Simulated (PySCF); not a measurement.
From one molecule to another.

First species: C3H8F2N2Si2.
Structure used (GFN2-xTB), in Å, numbered top down from 1:
```xyz
17
C3H8F2N2Si2 angstrom
N     -3.379    1.687    0.940
C     -3.039    0.882    0.200
C     -2.561   -0.119   -0.695
Si    -0.657   -0.044   -0.850
F     -0.217   -1.533   -1.293
N     -0.026    0.237    0.726
Si     1.596    0.092    1.337
C      2.666   -0.496   -0.133
F      2.599    0.428   -1.161
H     -2.862   -1.098   -0.316
H     -3.027    0.023   -1.669
H     -0.189    0.833   -1.905
H     -0.666    0.687    1.363
H      2.062    1.402    1.794
H      1.645   -0.936    2.380
H      2.323   -1.443   -0.553
H      3.724   -0.590    0.123
```

Second species: C5H11FP2Si.
Atom-mapped SMILES: `[CH:1]#[C:2][C@H:3]([CH2:4][CH3:5])[Si:6]([F:7])([PH2:8])[PH2:9]` (hydrogens: H10 on C1; H11 on C3; H12, H13 on C4; H14, H15, H16 on C5; H17, H18 on P8; H19, H20 on P9)

Levels: PBE0/pcSseg-1 for dipole moment, HOMO energy, LUMO energy and HOMO–LUMO gap; GFN2-xTB for rotational constant A and rotational constant C. Geometries: GFN2-xTB. All species are isolated and taken at one optimised geometry, non-relativistic unless stated; the electronic structure was computed with PySCF and density fitting.

The conformers computed, where there is a choice (atom-mapped SMILES and torsion angles):
- `[N:1]#[C:2][CH2:3][Si@H:4]([F:5])[NH:6][SiH2:7][CH2:8][F:9]`: C2–C3–Si4–F5 155°, C3–Si4–N6–Si7 166°, Si4–N6–Si7–C8 -1°, N6–Si7–C8–F9 60°
- `[CH:1]#[C:2][C@H:3]([CH2:4][CH3:5])[Si:6]([F:7])([PH2:8])[PH2:9]`: C2–C3–C4–C5 62°, C2–C3–Si6–F7 -158°, H–P8–Si6–C3 -177°, H–P8–Si6–C3 91°, H–P9–Si6–C3 107°, H–P9–Si6–C3 14°

Which of the two has the higher rotational constant C, and by how much?

The second: 0.587 GHz against 0.555 GHz, a difference of 0.032 GHz.

Which has the higher dipole moment?

The first: 2.42 D against 1.36 D, a difference of 1.06 D.

Which has the higher rotational constant A?

The first: 1.914 GHz against 1.062 GHz, a difference of 0.852 GHz.

Which of the two has the higher HOMO–LUMO gap, and by how much?

The first: 8.32 eV against 7.30 eV, a difference of 1.02 eV.

Which of the two has the higher LUMO energy, and by how much?

The first: 0.23 eV against -0.23 eV, a difference of 0.46 eV.

Which of the two has the higher HOMO energy, and by how much?

The second: -7.53 eV against -8.09 eV, a difference of 0.56 eV.

On the first: In atomic units the dipole is 0.95 e·bohr (1 au = 2.5417 D).

On the second: A dipole of 1.36 D is allowed in C1, and pure rotational transitions are dipole-allowed. The dipole matches unit charges of opposite sign 0.28 Å apart (1 e·Å = 4.8032 D).
